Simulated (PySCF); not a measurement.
Si(H)(Cl)(vinyl)(NH2) (C2H6ClNSi), SMILES Cl[SiH](C=C)N. Geometry: PBE0-D3(BJ)/def2-SVP. The values are those of a single conformer.

Problem. Give the equilibrium geometry at PBE0-D3(BJ)/def2-SVP (PySCF confirms it by a frequency run) as bond lengths and angles. (Estimate from the structure and the level; the computed values follow.)

Solution. One answer among several that fit: 
Atoms: Si1 N2 Cl3 C4 C5 H6 H7 H8 H9 H10 H11. Bonded distances (Å): Si1–N2 1.715, Si1–Cl3 2.096, Si1–C4 1.859, Si1–H6 1.487, N2–H7 1.014, N2–H8 1.015, C4–C5 1.337, C4–H9 1.099, C5–H10 1.096, C5–H11 1.096. Bond angles (°): N2–Si1–Cl3 114.4, N2–Si1–C4 108.8, N2–Si1–H6 107.2, Cl3–Si1–C4 106.9, Cl3–Si1–H6 105.5, C4–Si1–H6 114.1, Si1–N2–H7 119.9, Si1–N2–H8 119.4, H7–N2–H8 110.9, Si1–C4–C5 124.7, Si1–C4–H9 116.7, C5–C4–H9 118.6, C4–C5–H10 121.2, C4–C5–H11 122.0, H10–C5–H11 116.8.
